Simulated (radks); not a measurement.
Valence configurations of neutral iridium (all share [Xe]). Calculated with a radial shooting solver on a logarithmic mesh with Libxc functionals: Dirac Kohn-Sham, BLYP, spin-unpolarised, spherical densities, point nucleus; open shells are shared between the two j in proportion to 2j + 1. Energies are relative to 4f14 5d7 6s2; eigenvalues in eV.

4f14 5d7 6s2: E (eV) 0.000; e(4f5/2) -63.568; e(4f7/2) -60.448; e(5d3/2) -7.752; e(5d5/2) -6.528
4f13 5d8 6s2: E (eV) 59.476; e(4f5/2) -74.146; e(4f7/2) -70.917; e(5d3/2) -8.868; e(5d5/2) -7.502
4f13 5d7 6s2 6p1: E (eV) 67.628; e(4f5/2) -79.170; e(4f7/2) -75.939; e(5d3/2) -12.779; e(5d5/2) -11.306; e(6p1/2) -2.954
4f14 5d7 6s1 6p1: E (eV) 5.223; e(4f5/2) -65.417; e(4f7/2) -62.297; e(5d3/2) -9.509; e(5d5/2) -8.261; e(6p1/2) -2.575
4f13 5d6.5 6s2 6p1.5: E (eV) 72.710; e(4f5/2) -81.668; e(4f7/2) -78.436; e(5d3/2) -14.651; e(5d5/2) -13.124; e(6p1/2) -3.543
4f14 5d8 6s1: E (eV) -0.260; e(4f5/2) -60.995; e(4f7/2) -57.877; e(5d3/2) -6.026; e(5d5/2) -4.884
4f14 5d6 6s2 6p1: E (eV) 6.980; e(4f5/2) -68.333; e(4f7/2) -65.212; e(5d3/2) -11.413; e(5d5/2) -10.082; e(6p1/2) -2.931
4f12 5d9 6s2: E (eV) 128.63; e(4f5/2) -85.129; e(4f7/2) -81.788; e(5d3/2) -9.997; e(5d5/2) -8.490
4f13.5 5d7 6s2 6p0.5: E (eV) 32.012; e(4f5/2) -71.262; e(4f7/2) -68.087; e(5d3/2) -10.238; e(5d5/2) -8.889; e(6p1/2) -2.324
4f14 5d7 6s1.5 6p0.5: E (eV) 2.556; e(4f5/2) -64.537; e(4f7/2) -61.417; e(5d3/2) -8.678; e(5d5/2) -7.442; e(6p1/2) -2.146

NIST lists [Xe] 4f14 5d7 6s2 as the ground configuration; this level of theory puts 4f14 5d8 6s1 lower, by 0.260 eV. The energies are those of spherical spin-averaged densities, not of single terms.
